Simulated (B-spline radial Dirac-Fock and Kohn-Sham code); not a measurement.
# Zn²⁺: L2-M23M23 lines in intermediate coupling

System: Zn²⁺, 1s2 2s2 2p6 3s2 3p6 3d10.

Input file task.json (cfg lists n, l and occupation; rrms is the nuclear radius in fm):

```json
{"items": [{
  "Z": 30,
  "q": 2,
  "cfg": [[1, 0, 2], [2, 0, 2], [2, 1, 6], [3, 0, 2], [3, 1, 6], [3, 2, 10]],
  "A": 64,
  "rrms": 3.9283,
  "do": ["binding", "quiet", "double"]
}]}
```

Run with: `python xray_run.py task.json out`

Method: Dirac-Fock energy differences between relaxed states, corrected for Breit and QED terms. Computed with a radial atomic solver. The two-hole levels come from diagonalising the Coulomb interaction among the jj configurations; intensities are independent-particle Coulomb rates. Kinetic energies are from the vacuum level. Correlation energy is missing from these numbers.

```
kinetic energy (eV)  J  leading jj holes (weight)  leading LS term (weight)
              800.0  0                M2M2 (0.63)                ¹S0 (0.91)
              806.9  2                M2M3 (0.88)                ¹D2 (0.94)
              810.4  0                M3M3 (0.63)                ³P0 (0.91)
              810.5  1                M2M3 (1.00)                ³P1 (1.00)
              812.9  2                M3M3 (0.88)                ³P2 (0.94)
```

The intensity is shared as follows: 806.9 eV 49.4 %, 810.5 eV 23.8 %, 800.0 eV 18.1 %, 810.4 eV 4.6 %, 812.9 eV 4.1 %.

The strongest line, by its leading LS label ¹D2, lies at 806.9 eV. The mean weight of the leading component is 0.80 in jj and 0.94 in LS coupling, so LS labels describe these levels better.
